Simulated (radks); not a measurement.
The numbers below are computed, except where a source is named.
The table gives one normalised radial function P(r) = r R(r) of Dy in [Xe] 4f10 6s2 (r in bohr). Level of theory: scalar-relativistic Kohn-Sham, PBE, spin-polarised, spherical densities, finite nucleus; open shells are filled with parallel spins first (spin-orbit coupling, left out, can overturn this in heavy ions); Fermi nuclear charge, rms radius 5.2218 fm (a radial shooting solver on a logarithmic mesh with Libxc functionals).

r,P
0.002642,0.0054
0.004202,0.0119
0.006683,0.0255
0.01071,0.0532
0.01704,0.1016
0.0271,0.1695
0.04345,0.2179
0.0691,0.1418
0.1099,-0.1244
0.1762,-0.3107
0.2802,0.0608
0.4457,0.4700
0.7145,-0.1183
1.136,-0.8748
1.807,-0.7368
2.897,-0.2343
4.608,-0.0275
7.329,-0.0007
11.75,0.0000

Which n and l does it have? It may be an empty orbital.

Answer. n = 5, l = 1: the number of nodes gives n - l - 1 = 3, the rise at small r (about r^(l+1), flatter next to the nucleus through relativity) gives l, and the extent must fit the shell. The curve is that of 5p up; the table hardly tells the two spins apart. 5p up: eigenvalue -25.920 eV, 3 radial nodes at r = 0.0911, 0.267, 0.674 bohr, <r> = 1.54 bohr, 90 % of the charge inside 2.27 bohr.
